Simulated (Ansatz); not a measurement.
H2OSi, SMILES `O=[SiH2]` (charge 0, multiplicity 1).

The numbers are results of frozen-core CCSDTQ/6-31g // PBE0-D3(BJ)/def2-TZVP (Ansatz, a quantum-chemistry and plane-wave program), not measurements.

Ansatz 0.2 input:
```yaml
crystal:
  periodic: [false, false, false]
  atoms:
    - { symbol: O, position_ang: [1.401988, -0.508558, -0.410483] }
    - { symbol: Si, position_ang: [0.033276, -0.012072, 0.011056] }
    - { symbol: H, position_ang: [-1.225536, -0.77564, -0.186654] }
    - { symbol: H, position_ang: [-0.209728, 1.29627, 0.671329] }
basis:
  gaussian: { orbitals: "6-31g" }
correlation:
  method: ccsdtq
```

Output:

```
Functional definition: HF
515 factors; integrals over basis functions are off by at most 4.7e-8 eV
mean field evaluation 1: about -9922.4315 eV, gradient 4.4e1 eV
mean field evaluation 2: about -9922.4348 eV, gradient 4.4e1 eV
mean field evaluation 4: about -9926.9131 eV, gradient 1.7e0 eV
mean field evaluation 8: about -9926.9395 eV, gradient 2.7e-3 eV
mean field evaluation 16: about -9926.9037 eV, gradient 1.7e0 eV
mean field -9926.93949070 eV, -364.8082975621 hartree, gradient 1.3e-6 eV, S^2 0.000000; 0 other end points of the search recorded, 0 dependent functions left out; unrestricted orbitals would lower it
6 core orbitals not correlated
reference -9926.93949070 eV, -364.8082975621 hartree; 6, 6 occupied and 14, 14 virtual orbitals, 515 factors
second order -5.48966147 eV of doubles, -0.00000000 eV of singles
cycle   1  -5.16304843 eV  change    3.3e-1 eV  update   1.4e-1
cycle   2  -5.59353393 eV  change   -4.3e-1 eV  update   9.6e-2
cycle   3  -5.82079164 eV  change   -2.3e-1 eV  update   3.1e-2
cycle   4  -5.82917941 eV  change   -8.4e-3 eV  update   1.4e-2
cycle   5  -5.82704578 eV  change    2.1e-3 eV  update   6.7e-3
cycle   6  -5.83405134 eV  change   -7.0e-3 eV  update   3.4e-3
cycle   7  -5.83454817 eV  change   -5.0e-4 eV  update   1.3e-3
cycle   8  -5.83259821 eV  change    1.9e-3 eV  update   7.0e-4
cycle   9  -5.83227184 eV  change    3.3e-4 eV  update   2.3e-4
cycle  10  -5.83239518 eV  change   -1.2e-4 eV  update   1.2e-4
cycle  11  -5.83245557 eV  change   -6.0e-5 eV  update   4.3e-5
cycle  12  -5.83240232 eV  change    5.3e-5 eV  update   2.8e-5
cycle  13  -5.83242349 eV  change   -2.1e-5 eV  update   1.0e-5
cycle  14  -5.83242747 eV  change   -4.0e-6 eV  update   4.7e-6
cycle  15  -5.83242545 eV  change    2.0e-6 eV  update   2.3e-6
cycle  16  -5.83242354 eV  change    1.9e-6 eV  update   9.6e-7
cycle  17  -5.83242302 eV  change    5.2e-7 eV  update   6.2e-7
Total energy: -9932.77191372 eV, -365.0226351547 hartree
```
